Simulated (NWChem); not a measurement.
## Total energies of borohydride (H₄B (-1))

SMILES: [BH4-]
```xyz
5

B      0.0000     0.0000     0.0000
H      0.0000     1.0278     0.7267
H      0.0000    -1.0278     0.7267
H      1.0278     0.0000    -0.7267
H     -1.0278     0.0000    -0.7267
```
Charge -1, spin multiplicity 1.

Program: NWChem. The geometry was optimised at PBE/def2-SVP, a minimum by its harmonic frequencies.

Basis set: aug-cc-pVDZ (59 functions).

```csv
method,total energy (Ha)
RHF,-26.97764
MP2,-27.12166
B2PLYP,-27.20664
PBE,-27.19466
B3LYP,-27.26543
LC-wPBE (omega 0.3 per bohr),-27.22659
CCSD(T),-27.15449
```

Total energies of different functionals aren't comparable as a measure of quality: only differences taken within one method are. 

The correlated methods keep 1 core orbital frozen. B3LYP has NWChem's definition, with VWN1-RPA local correlation. The anion's geometry comes from a basis without diffuse functions. Coupled-cluster values serve here as a point of comparison, not as the truth.
